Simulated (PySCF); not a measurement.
C3H4BrF. Atoms are numbered in the order given.

```xyz
9

C     -1.3789     1.6806     0.0000
C      0.0902     1.4497     0.0000
F      0.8121     2.5960     0.0000
C      0.7815     0.2922     0.0000
Br    -0.0248    -1.4129     0.0000
H     -1.6731     2.2705     0.8932
H     -1.9307     0.7239     0.0000
H     -1.6731     2.2705    -0.8932
H      1.8798     0.2886     0.0000
```
Charge 0, spin multiplicity 1.

Geometry optimised at PBE-D3(BJ)/def2-SVP.

Method: PBE-D3(BJ)/def2-SVP in PySCF 2.14.0.

Frequencies are harmonic and unscaled.

### Question
Give all harmonic wavenumbers and intensities. (Estimate from the structure and the level; the computed values follow.)

### Answer

```
mode  ν (cm⁻¹)  IR (km/mol)  moving atoms (share of kinetic energy)
----  --------  -----------  --------------------------------------
1          143          0.3                                  H 94 %
2          188          1.1                 C 60 %, Br 21 %, H 18 %
3          227          0.4                  C 58 %, F 25 %, H 13 %
4          357          2.2                 F 53 %, Br 24 %, C 21 %
5          428          2.7                  C 38 %, F 32 %, H 27 %
6          447          3.6                          C 58 %, H 38 %
7          734         17.6                          C 80 %, H 13 %
8          760         42.9                          H 71 %, C 28 %
9          886         45.2                  C 50 %, H 26 %, F 23 %
10         978          9.6                          H 62 %, C 34 %
11        1011          1.1                          H 63 %, C 37 %
12        1132        105.9                  H 60 %, C 29 %, F 10 %
13        1263         23.1                          H 47 %, C 47 %
14        1355         39.0                          H 55 %, C 43 %
15        1391          3.9                                  H 94 %
16        1394          7.8                                  H 97 %
17        1683         46.3                                  C 95 %
18        2975         10.3                                  H 97 %
19        3049          3.7                           H 91 %, C 9 %
20        3108          0.9                           H 91 %, C 9 %
21        3164          9.8                           H 91 %, C 9 %
```
